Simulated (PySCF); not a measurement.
As4, charge +1, doublet, geometry from GFN2-xTB (a state made from the parent by changing its charge; the spin is typed, not shown lowest). Base run: HF/cc-pVDZ in PySCF.

Input for PySCF:
```python
from pyscf import gto, scf

mol = gto.M(
    atom='''
As   -0.914083    0.117576   -1.174412
As    0.564481    1.369643    0.184531
As    0.919529   -1.125340   -0.341599
As   -0.569928   -0.361880    1.331480
''',
    basis='cc-pvdz',
    charge=1,
    spin=1,
    verbose=4,
)

mf = scf.UHF(mol)
mf.kernel()
mf.analyze()
```

Each row names what was changed in the base input (with any setting that the change needs).

```json
[
 {"change": "base", "ΔE vs base (mEh)": "0.000", "fitting functions": "-"},
 {"change": "auxbasis = default (with mf = mf.density_fit())", "ΔE vs base (mEh)": "2325.4", "fitting functions": "684"},
 {"change": "auxbasis = cc-pvqz-jkfit", "ΔE vs base (mEh)": "0.054", "fitting functions": "872"},
 {"change": "auxbasis = def2-tzvp-ri", "ΔE vs base (mEh)": "-7859.6", "fitting functions": "636"},
 {"change": "auxbasis = def2-universal-jkfit", "ΔE vs base (mEh)": "0.242", "fitting functions": "1064"},
 {"change": "auxbasis = even-tempered beta=1.6", "ΔE vs base (mEh)": "0.089", "fitting functions": "1824"},
 {"change": "auxbasis = cc-pvtz-ri", "ΔE vs base (mEh)": "-9497.2", "fitting functions": "664"},
 {"change": "auxbasis = even-tempered beta=2.0", "ΔE vs base (mEh)": "0.151", "fitting functions": "1276"},
 {"change": "auxbasis = even-tempered beta=3.0", "ΔE vs base (mEh)": "-20.420", "fitting functions": "824"},
 {"change": "auxbasis = def2-svp-ri", "ΔE vs base (mEh)": "-3775.5", "fitting functions": "508"}
]
```

A fitting set is made for a task (jfit for Coulomb, jkfit for Coulomb and exchange, ri for correlation) and for a family of orbital bases.

Open shells are given as the SCF converged; they aren't shown to be the lowest states, and a large step between rows can be another state.
